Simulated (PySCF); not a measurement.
A structure optimised at B3LYP-D3(BJ)/def2-TZVP, used in a PySCF frequency run:

```xyz
8

B      0.0000     0.0000    -0.4990
H      0.0000     0.0000    -1.6944
N      0.0000    -1.2400     0.1763
H      0.0000    -2.1143    -0.3162
H      0.0000    -1.3429     1.1770
N      0.0000     1.2400     0.1763
H      0.0000     1.3429     1.1770
H      0.0000     2.1143    -0.3162
```

**Question.** Write its SMILES, formula and point group.

**Answer.** NBN, BH5N2, C2v

**Question.** What are its rotational constants (standard atomic weights)?

**Answer.** 53.505, 9.0692, 7.7547 GHz
